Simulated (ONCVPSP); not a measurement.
# Reading a pseudo-wave (nickel)

Columns: radius, all-electron u(r) and pseudo u(r) of the 3s shell (level -110.84 eV) of nickel in the configuration [Ne] 3s2 3p6 3d8 4s2; Wu-Cohen, scalar-relativistic, ONCV scheme, ONCVPSP 4.0.1.

```csv
r (bohr),all-electron,pseudo
0.078,-0.0969,0.2321
0.155,-0.6829,0.4522
0.232,-0.4770,0.6543
0.310,0.0742,0.8325
0.388,0.6141,0.9767
0.465,0.9983,1.0805
0.542,1.2158,1.1429
0.620,1.2958,1.1639
0.698,1.2763,1.1449
0.775,1.1970,1.0929
0.852,1.0857,1.0151
0.930,0.9600,0.9184
1.008,0.8336,0.8125
1.085,0.7156,0.7066
1.162,0.6081,0.6050
1.240,0.5113,0.5106
1.318,0.4271,0.4270
1.395,0.3557,0.3556
1.472,0.2949,0.2949
1.550,0.2430,0.2430
1.628,0.1997,0.1996
1.705,0.1640,0.1640
1.782,0.1345,0.1344
1.860,0.1097,0.1097
1.938,0.0894,0.0894
2.015,0.0729,0.0729
```

(1) How many radial nodes do the two functions have?

(2) At about which radius was the pseudo-wave matched?

(3) Is the pseudo-wave norm-conserving?

Answers

(1) The all-electron 3s function has n − l − 1 = 2 (the table is too coarse to show those close to the nucleus); the pseudo-wave has 0, since the states of the same l below it are removed with the core.

(2) 1.40 bohr. The columns agree to 0.0005 from 1.32 bohr on; several derivatives are matched, so the curves merge somewhat inside the radius.

(3) Yes: the ONCV scheme keeps the norm inside the radius equal to the all-electron one, which fixes the energy derivative of the logarithmic derivative at the level.
